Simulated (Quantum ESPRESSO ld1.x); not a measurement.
Question: All-electron atom: Sb XVI in [Kr] (the NIST ground configuration). Calculated with ld1.x of Quantum ESPRESSO 7.5: Dirac Kohn-Sham, LDA (Slater exchange, Perdew-Zunger correlation), spin-unpolarised, spherical densities, point nucleus. Some entries of the table are withheld. Estimate them.

orbital,occ.,eigenvalue (hartree),<r> (bohr),<1/r> (bohr^-1)
1s1/2,2,-1124.95,0.02845,54.28
2s1/2,2,-182.492,0.1223,12.62
2p1/2,2,-171.687,0.1033,(1)
2p3/2,4,-162.443,0.1087,(2)
3s1/2,2,-45.9527,0.3289,4.498
3p1/2,2,-41.5458,0.3189,4.414
3p3/2,4,-39.8138,0.3300,4.191
3d3/2,4,-32.0546,0.2999,4.050
3d5/2,6,-31.6907,0.3034,3.993
4s1/2,2,-16.9561,0.7307,1.940
4p1/2,2,-15.3418,(3),1.862
4p3/2,4,-14.9285,(4),1.797

Answer: 
(1) 2p1/2 <1/r> (bohr^-1): 12.60
(2) 2p3/2 <1/r> (bohr^-1): 11.70
(3) 4p1/2 <r> (bohr): 0.7484
(4) 4p3/2 <r> (bohr): 0.7676
